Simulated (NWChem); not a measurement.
Species: CH₄BIO; SMILES COBI

```xyz
8

B     -0.5912    -1.0351     0.0000
H     -1.7756    -1.2723     0.0000
I      0.0330     1.0120     0.0000
O      0.3428    -1.9804     0.0000
C      0.0477    -3.3603     0.0000
H      0.4957    -3.8204    -0.8929
H      0.4957    -3.8204     0.8929
H     -1.0384    -3.5440     0.0000
```
Atoms are numbered in this order, from 1.

All runs: NWChem. Medium grid unless said otherwise, to which SCAN and Minnesota functionals are sensitive. Structure relaxed at the PBE0/def2-SVP level. def2 effective core potentials on I; no spin-orbit coupling. Hybrids' shares of exact exchange are those that their runs print; pure functionals count as 0. The functionals differ in more than this share.

| row | share of exact exchange | orbital gap (eV) |
|---|---|---|
| PBE/def2-SVP | 0.00 | 4.59 |
| SCAN/def2-SVP | 0.00 | 5.13 |
| TPSSh/def2-SVP | 0.10 | 5.68 |
| B3LYP/def2-SVP | 0.20 | withheld |
| M06/def2-SVP | 0.27 | 6.67 |
| M06-2X/def2-SVP | 0.54 | 8.73 |

Question: Fit a straight line of the last column on the one before it, predict the withheld value, and compare with the run.

Answer: 
1. Means of the 5 shown rows: x = 0.182, y = 6.160. Slope Σ(x − x̄)(y − ȳ)/Σ(x − x̄)² = 1.478/0.2089 = 7.073; intercept 4.873.
2. The shown rows scatter about the line by 0.184 (root mean square); the largest residual is -0.28, at PBE/def2-SVP.
3. At x = 0.20 (B3LYP/def2-SVP; inside the shown range) the line gives 6.29.
4. The run gives 6.24, -0.05 from the line, 0.3 times the scatter.
